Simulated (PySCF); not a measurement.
Vertical excitations of a molecule C4H8O from TDA-LC-ωPBE/def2-SVPD in PySCF, as energy in eV (oscillator strength): 4.46 (0.000), 7.77 (0.031), 8.66 (0.002), 8.87 (0.011), 8.93 (0.062), 8.98 (0.011), 9.05 (0.015), 9.51 (0.140), 9.73 (0.019), 9.87 (0.054). Lowest triplet (TDA): 3.81 eV. Coordinates come from a PBE0-D3(BJ)/def2-SVP optimisation. One conformer was computed; it need not be the lowest.

Problem. Which molecule gave these data?
(A) CCC(C)=O
(B) CC1COC1
(C) OC1CCC1
(D) CC1(O)CC1

Solution. A, CCC(C)=O
